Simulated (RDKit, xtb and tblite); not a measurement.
Internal rotation in C₈H₁₀OSi, SMILES c1(ccc(cc1)O[SiH3])C=C. Scanned: dihedral C1–C2–C3–C4 and dihedral C5–C6–O7–Si8; all other coordinates were relaxed at GFN2-xTB. Points at φ and −φ are mirror images. Heavy atoms are numbered in the order of the SMILES C=Cc1ccc(O[SiH3])cc1, hydrogens after them in the order of the atoms that carry them; the mirror image has the same energies with the sign of each dihedral reversed.

GFN2-xTB (xtb and tblite); MMFF94 // GFN2-xTB (RDKit); UFF // GFN2-xTB (RDKit).

Energies in kcal/mol at chosen points (x: dihedral C1–C2–C3–C4 (°); y: dihedral C5–C6–O7–Si8 (°)), relative to x = -30, y = 180:

| method | (60, 30) | (-120, -120) | (90, -30) | (-90, 60) | (150, -120) | (-30, 150) | (0, 60) |
|---|---|---|---|---|---|---|---|
| GFN2-xTB | 2.2 | 2.9 | 3.7 | 4.4 | 1.2 | 0.5 | 0.9 |
| MMFF94 | 0.7 | 2.0 | 1.3 | 2.4 | 1.5 | 0.3 | 1.7 |
| UFF | 4.0 | 8.0 | 6.4 | 10.3 | 5.7 | 1.6 | 5.8 |

MMFF94 has few fitted parameters for silicon.
